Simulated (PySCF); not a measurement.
# Stretching BeTe

Set-up: basis Be aug-cc-pVDZ, Te aug-cc-pVDZ-PP with ECP28; scalar-relativistic core potentials; PySCF 2.14. Energies in eV from Be + Te in their ground configurations at the same level. State: ³Π (triplet), unpaired electrons σ ↑, π ↑, a second solution, started from another occupation.

```csv
R (Å),PBE0
1.788,0.195
1.871,-0.664
1.954,-1.250
2.017,-1.551
2.079,-1.758
2.141,-1.891
2.224,-1.976
2.329,-1.975
2.453,-1.868
2.619,-1.624
```

Task: Put a parabola through the three lowest points of the PBE0 curve and estimate Re, k and ωe (reduced mass 8.428 u; 1 eV/Å² = 0.16022 mdyn/Å; ωe = 1302.8·√(k/μ) cm⁻¹).

Result: Through R = 2.141, 2.224, 2.329 Å the second-order coefficient is 5.50 eV/Å², so Re ≈ 2.276 Å, k ≈ 1.76 mdyn/Å and ωe ≈ 596 cm⁻¹. A polynomial fit of higher order to the unrounded PBE0 energies gives Re = 2.274 Å, k = 1.50 mdyn/Å, ωe = 550 cm⁻¹; anharmonicity and rounding make the difference.

The higher-order fit for each curve: PBE0: Re = 2.274 Å, ωe = 550 cm⁻¹, minimum 1.99 eV below the ground-state fragments.

These are scalar-relativistic numbers at best; spin–orbit coupling would shift them, the dissociation energy most.
